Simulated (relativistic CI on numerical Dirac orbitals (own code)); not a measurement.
# Inner-shell lines of Mo XXXI

Calculated at this level of theory: Dirac-Coulomb-Breit CI, orbitals from a KLI potential per configuration, QED by a radiative potential, valence Slater integrals scaled by 0.85 (own radial code, finite nucleus).

Configuration list (outside the closed core 1s2 2s2): 2p6.3s2, 2p5.3s2.3d, 2p5.3s2.4s, 2p5.3s2.4d, 2p5.3s.3p.3d, 2p6.3s.3p, 2p5.3s.3p.4s. Levels of other configurations are missing.

The table holds the strongest lines. The upper levels have an inner-shell vacancy. Auger decay, open to those above the ionisation limit, is not computed, and radiative decays to configurations outside the model are missing too. Absolute energies can be off by a few tenths of a per cent, and at this charge the scaling can make term splittings too narrow, so close lines can change order. LS names give the leading component, which can be well under half, for lower levels too. Brackets number the levels in order of energy.

| λ (Å) | Upper | Lower | A (s⁻¹) | gA (s⁻¹) |
| --- | --- | --- | --- | --- |
| 4.88847 | 2p5.3s.3p.3d 3D_2 [44] | 2p6.3s.3p 3P°_1 [3] | 5.87e+13 | 2.93e+14 |
| 4.88313 | 2p5.3s.3p.3d 3D_1 [42] | 2p6.3s.3p 3P°_0 [2] | 1.08e+14 | 3.25e+14 |
| 4.88279 | 2p5.3s.3p.3d 3P_0 [48] | 2p6.3s.3p 3P°_1 [3] | 1.59e+14 | 1.59e+14 |
| 4.88016 | 2p5.3s.3p.3d 3D_1 [49] | 2p6.3s.3p 3P°_1 [3] | 9.31e+13 | 2.79e+14 |
| 4.87776 | 2p5.3s.3p.3d 3D_3 [76] | 2p6.3s.3p 3P°_2 [4] | 7.54e+13 | 5.28e+14 |
| 4.87626 | 2p5.3s.3p.3d 1D_2 [98] | 2p6.3s.3p 1P°_1 [5] | 1.60e+14 | 7.99e+14 |
| 4.87283 | 2p5.3s.3p.3d 3D_2 [57] | 2p6.3s.3p 3P°_1 [3] | 7.75e+13 | 3.87e+14 |
| 4.8728 | 2p5.3s.3p.3d 1P_1 [100] | 2p6.3s.3p 1P°_1 [5] | 1.83e+14 | 5.48e+14 |
| 4.87254 | 2p5.3s.3p.3d 3D_3 [80] | 2p6.3s.3p 3P°_2 [4] | 4.42e+13 | 3.10e+14 |
| 4.8724 | 2p5.3s.3p.3d 3P_2 [81] | 2p6.3s.3p 3P°_2 [4] | 1.08e+14 | 5.38e+14 |
| 4.87155 | 2p5.3s.3p.3d 3P_1 [58] | 2p6.3s.3p 3P°_1 [3] | 4.04e+13 | 1.21e+14 |
| 4.8712 | 2p5.3s2.3d 1P°_1 [13] | 2p6.3s2 1S_0 [1] | 1.81e+14 | 5.43e+14 |
| 4.86905 | 2p5.3s.3p.3d 3D_1 [52] | 2p6.3s.3p 3P°_0 [2] | 4.38e+13 | 1.31e+14 |
| 4.86767 | 2p5.3s.3p.3d 3S_1 [85] | 2p6.3s.3p 3P°_2 [4] | 1.21e+14 | 3.63e+14 |
| 4.86691 | 2p5.3s.3p.3d 1S_0 [101] | 2p6.3s.3p 1P°_1 [5] | 1.94e+14 | 1.94e+14 |
| 4.85689 | 2p5.3s.3p.3d 3D_3 [91] | 2p6.3s.3p 3P°_2 [4] | 1.66e+13 | 1.17e+14 |
| 4.72488 | 2p5.3s.3p.3d 5F_3 [117] | 2p6.3s.3p 3P°_2 [4] | 1.62e+13 | 1.14e+14 |
| 4.71257 | 2p5.3s.3p.3d 3D_2 [108] | 2p6.3s.3p 3P°_1 [3] | 5.33e+13 | 2.66e+14 |
| 4.71006 | 2p5.3s.3p.3d 3D_3 [125] | 2p6.3s.3p 3P°_2 [4] | 3.13e+13 | 2.19e+14 |
| 4.70879 | 2p5.3s.3p.3d 5F_1 [106] | 2p6.3s.3p 3P°_0 [2] | 8.05e+13 | 2.41e+14 |
| 4.70111 | 2p5.3s.3p.3d 3P_2 [128] | 2p6.3s.3p 3P°_2 [4] | 9.79e+13 | 4.90e+14 |
| 4.69993 | 2p5.3s.3p.3d 5P_1 [129] | 2p6.3s.3p 3P°_2 [4] | 8.18e+13 | 2.45e+14 |
| 4.69638 | 2p5.3s.3p.3d 3P_0 [112] | 2p6.3s.3p 3P°_1 [3] | 1.50e+14 | 1.50e+14 |
| 4.69497 | 2p5.3s.3p.3d 3P_1 [130] | 2p6.3s.3p 3P°_2 [4] | 6.36e+13 | 1.91e+14 |
| 4.69265 | 2p5.3s.3p.3d 3D_1 [113] | 2p6.3s.3p 3P°_1 [3] | 5.78e+13 | 1.73e+14 |
| 4.69265 | 2p5.3s.3p.3d 1P_1 [145] | 2p6.3s.3p 1P°_1 [5] | 1.33e+14 | 4.00e+14 |
| 4.69144 | 2p5.3s2.3d 1P°_1 [96] | 2p6.3s2 1S_0 [1] | 1.50e+14 | 4.49e+14 |
| 4.69101 | 2p5.3s.3p.3d 1D_2 [146] | 2p6.3s.3p 1P°_1 [5] | 1.11e+14 | 5.56e+14 |
| 4.68931 | 2p5.3s.3p.3d 3D_2 [115] | 2p6.3s.3p 3P°_1 [3] | 4.55e+13 | 2.27e+14 |
| 4.68908 | 2p5.3s.3p.3d 3P_0 [147] | 2p6.3s.3p 1P°_1 [5] | 1.59e+14 | 1.59e+14 |
| 4.68488 | 2p5.3s.3p.3d 3D_3 [133] | 2p6.3s.3p 3P°_2 [4] | 6.00e+13 | 4.20e+14 |
| 4.684 | 2p5.3s.3p.3d 3D_1 [114] | 2p6.3s.3p 3P°_0 [2] | 6.25e+13 | 1.88e+14 |
| 4.66958 | 2p5.3s.3p.3d 3D_3 [140] | 2p6.3s.3p 3P°_2 [4] | 2.11e+13 | 1.48e+14 |
| 3.83217 | 2p5.3s2.4d 1P°_1 [170] | 2p6.3s2 1S_0 [1] | 7.92e+13 | 2.38e+14 |
| 3.7127 | 2p5.3s2.4d 3D°_1 [192] | 2p6.3s2 1S_0 [1] | 4.79e+13 | 1.44e+14 |
